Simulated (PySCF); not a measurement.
**SbH⁻: script and output**

The script input.py:

```python
from pyscf import gto, scf, mp

mol = gto.M(
    atom='Sb 0 0 0; H 0 0 1.607',
    basis='sbkjc',
    ecp={'Sb': 'sbkjc'},
    charge=-1,
    spin=1,
    verbose=3,
)
mf = scf.UHF(mol)
mf.kernel()
mp.MP2(mf).kernel()
mf.dip_moment()
print('orbital energies (hartree):', [e[max(0, n-3):n+3].round(4) for e, n in zip(mf.mo_energy, mol.nelec)])
```

```bash
$ OMP_NUM_THREADS=1 python input.py
```

It prints (some set-up lines and the per-cycle HOMO/LUMO lines with their warnings removed):

```
converged SCF energy = -5.83738849886866  <S^2> = 0.75326455  2S+1 = 2.0032619
E(UMP2) = -5.86339853042167  E_corr = -0.0260100315530077
E(SCS-UMP2) = -5.86647434045706  E_corr = -0.0290858415884045

WARN: System has nonzero charge -1; the dipole moment is origin-dependent.
Location of origin: [0. 0. 0.]

Dipole moment(X, Y, Z, Debye):  0.00000,  0.00000,  0.44596
orbital energies (hartree): [array([-0.188 , -0.0802, -0.0419,  0.34  ,  0.439 ,  0.4652]), array([-0.4341, -0.1677, -0.0182,  0.2196,  0.3506,  0.4747])]
```

In short: E(SCF) = -5.837388 Eh, E(MP2) − E(SCF) = -0.02601 Eh, ⟨S²⟩ = 0.753.

Run time: 0.87 s on 1 thread of Arm Neoverse V1 (shared host).

The basis has no diffuse functions, which an anion needs. The bond length is a typed value, not an optimised one. The dipole of an ion depends on the origin. No search for the lowest solution was made.
